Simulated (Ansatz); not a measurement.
Reaction (redistribution): `NB(Cl)Cl` + `N[SiH](F)[SiH2][SiH3]` → `NB(N)Cl` + `F[SiH](Cl)[SiH2][SiH3]`

Computed with Ansatz on PBE0-D4/def2-TZVP structures; ΔE is electronic, products minus reactants. CCSD(T)/CBS adds triple-zeta CCSD(T) − MP2 to the extrapolated MP2 energy (def2 sets, frozen cores). DFT in def2-TZVPP. Each species was taken in one conformer, which may not be the lowest.

`NB(Cl)Cl`:

```xyz
6

N     0.737   -0.188    0.276
B    -0.524    0.134   -0.196
Cl   -1.657    1.014    0.826
Cl   -1.008   -0.334   -1.824
H     1.407   -0.689   -0.281
H     1.045    0.063    1.199
```

`N[SiH](F)[SiH2][SiH3]`:

```xyz
13

N     0.486    1.996   -0.798
Si    1.404    0.793   -0.022
F     2.896    0.627   -0.605
Si    0.285   -1.247   -0.259
Si   -1.784   -1.114    0.821
H     0.615    2.974   -0.595
H     0.080    1.854   -1.708
H     1.579    1.225    1.387
H     1.096   -2.360    0.308
H     0.064   -1.522   -1.709
H    -2.635   -0.098    0.146
H    -2.493   -2.422    0.796
H    -1.593   -0.706    2.239
```

`NB(N)Cl`:

Z-matrix (Å, degrees):
```
N
B 1 1.404
H 1 1.003 2 121.8
H 1 1.004 2 123.7 3 180.0
N 2 1.404 1 124.6 3 180.0
Cl 2 1.790 1 117.7 3 0.0
H 5 1.003 2 121.8 1 -180.0
H 5 1.004 2 123.7 1 -0.0
```

`F[SiH](Cl)[SiH2][SiH3]`:

Cartesian coordinates in Å:
```
F -1.283 0.353 2.201
Si 0.257 0.081 1.874
Cl 1.378 1.280 3.099
Si 0.670 0.585 -0.370
Si -0.801 -0.611 -1.742
H 0.542 -1.323 2.253
H 2.081 0.205 -0.657
H 0.511 2.052 -0.564
H -2.198 -0.193 -1.458
H -0.663 -2.065 -1.462
H -0.495 -0.363 -3.175
```

| level | ΔE (kJ/mol) |
| --- | --- |
| PBE | -44.6 |
| CCSD(T)/def2-TZVPP | -42.0 |

**Question.** What does CCSD(T)/CBS give? (Best estimate.)

**Answer.** Computed: -45.6 kJ/mol. The listed levels differ from it by 1.0, 3.6 kJ/mol.

Largest T1 diagnostic among the species: 0.013.

In def2-TZVPP, CCSD(T) changes the Hartree–Fock value by +12.5 kJ/mol (the triples alone add +2.2 kJ/mol) and MP2 by +12.9 kJ/mol.
